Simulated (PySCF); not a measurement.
**29Si chemical shifts**

Computed data (PySCF 2.14.0 with density-fitted response routines): GFN2-xTB geometry, NMR shieldings at PBE0/pcSseg-1/GIAO. No relativistic terms, a single conformation, no solvent model, equivalent nuclei averaged.

Shieldings were converted by a linear fit to measured shifts: 29Si: δ = 279.94 − 0.822σ (rms 8.9 ppm, 72 shifts, 25.8 ppm with the 6 outliers that the fit left out vs TMS, solution or neat liquid). Occasional misses reach two or three times the rms, and more in compound classes unlike the fitted ones.

Question: Give the 29Si shifts of `C[SiH2][C@@H]1CC[C@H](C)[SiH2]1`, `[SiH3][SiH2]c1cncs1`, `N#C[C@@]1([SiH3])C[Si@H]1S`, `N#C[C@@]1([SiH3])C[Si@@H]1S`, `CS[Si@@H](Cl)C1CCC1`, `[SiH3]N1[SiH2]Cc2ccoc21`, `C/C(F)=C(\C)[SiH]1SCCS1`, `O=CC1=C[Si@H](N[SiH3])C=C1`, `CNC(C)(C)[SiH2][SiH3]`, `C=C[SiH2][Si@H](C)P`, `N#C[C@H]1C[SiH2]S[SiH2]1`.

Answer: 
```json
{"compound": "[CH3:1][SiH2:2][C@@H:3]1[CH2:4][CH2:5][C@H:6]([CH3:7])[SiH2:8]1", "environment": "Si8: silicon bonded to 2 C, 2 H, in a 5-membered ring", "δ (ppm)": "-25.4"}
{"compound": "[CH3:1][SiH2:2][C@@H:3]1[CH2:4][CH2:5][C@H:6]([CH3:7])[SiH2:8]1", "environment": "Si2: silicon bonded to 2 C, 2 H", "δ (ppm)": "-38.2"}
{"compound": "[SiH3:1][SiH2:2][c:3]1[cH:4][n:5][cH:6][s:7]1", "environment": "Si2: silicon bonded to C, Si, 2 H", "δ (ppm)": "-76.2"}
{"compound": "[SiH3:1][SiH2:2][c:3]1[cH:4][n:5][cH:6][s:7]1", "environment": "Si1: silicon bonded to Si, 3 H", "δ (ppm)": "-100.3"}
{"compound": "[N:1]#[C:2][C@@:3]1([SiH3:4])[CH2:5][Si@H:6]1[SH:7]", "environment": "Si4: silicon bonded to C, 3 H", "δ (ppm)": "-57.3"}
{"compound": "[N:1]#[C:2][C@@:3]1([SiH3:4])[CH2:5][Si@H:6]1[SH:7]", "environment": "Si6: silicon bonded to 2 C, S, H, in a 3-membered ring", "δ (ppm)": "-70.2"}
{"compound": "[N:1]#[C:2][C@@:3]1([SiH3:4])[CH2:5][Si@@H:6]1[SH:7]", "environment": "Si4: silicon bonded to C, 3 H", "δ (ppm)": "-56.9"}
{"compound": "[N:1]#[C:2][C@@:3]1([SiH3:4])[CH2:5][Si@@H:6]1[SH:7]", "environment": "Si6: silicon bonded to 2 C, S, H, in a 3-membered ring", "δ (ppm)": "-74.4"}
{"compound": "CS[Si@@H](Cl)C1CCC1", "environment": "silicon bonded to C, Cl, S, H", "δ (ppm)": "9.8"}
{"compound": "[SiH3:1][N:2]1[SiH2:3][CH2:4][c:5]2[cH:6][cH:7][o:8][c:9]21", "environment": "Si3: silicon bonded to C, N, 2 H, in a 5-membered ring", "δ (ppm)": "-7.2"}
{"compound": "[SiH3:1][N:2]1[SiH2:3][CH2:4][c:5]2[cH:6][cH:7][o:8][c:9]21", "environment": "Si1: silicon bonded to N, 3 H", "δ (ppm)": "-59.4"}
{"compound": "C/C(F)=C(\\C)[SiH]1SCCS1", "environment": "silicon bonded to C, 2 S, H, in a 5-membered ring", "δ (ppm)": "2.4"}
{"compound": "[O:1]=[CH:2][C:3]1=[CH:4][Si@H:5]([NH:6][SiH3:7])[CH:8]=[CH:9]1", "environment": "Si5: silicon bonded to 2 C, N, H, in a 5-membered ring", "δ (ppm)": "-18.8"}
{"compound": "[O:1]=[CH:2][C:3]1=[CH:4][Si@H:5]([NH:6][SiH3:7])[CH:8]=[CH:9]1", "environment": "Si7: silicon bonded to N, 3 H", "δ (ppm)": "-50.3"}
{"compound": "[CH3:1][NH:2][C:3]([CH3:4])([CH3:5])[SiH2:6][SiH3:7]", "environment": "Si6: silicon bonded to C, Si, 2 H", "δ (ppm)": "-62.0"}
{"compound": "[CH3:1][NH:2][C:3]([CH3:4])([CH3:5])[SiH2:6][SiH3:7]", "environment": "Si7: silicon bonded to Si, 3 H", "δ (ppm)": "-111.4"}
{"compound": "[CH2:1]=[CH:2][SiH2:3][Si@H:4]([CH3:5])[PH2:6]", "environment": "Si4: silicon bonded to C, P, Si, H", "δ (ppm)": "-51.1"}
{"compound": "[CH2:1]=[CH:2][SiH2:3][Si@H:4]([CH3:5])[PH2:6]", "environment": "Si3: silicon bonded to C, Si, 2 H", "δ (ppm)": "-64.5"}
{"compound": "[N:1]#[C:2][C@H:3]1[CH2:4][SiH2:5][S:6][SiH2:7]1", "environment": "Si7: silicon bonded to C, S, 2 H, in a 5-membered ring", "δ (ppm)": "-8.5"}
{"compound": "[N:1]#[C:2][C@H:3]1[CH2:4][SiH2:5][S:6][SiH2:7]1", "environment": "Si5: silicon bonded to C, S, 2 H, in a 5-membered ring", "δ (ppm)": "-10.6"}
```
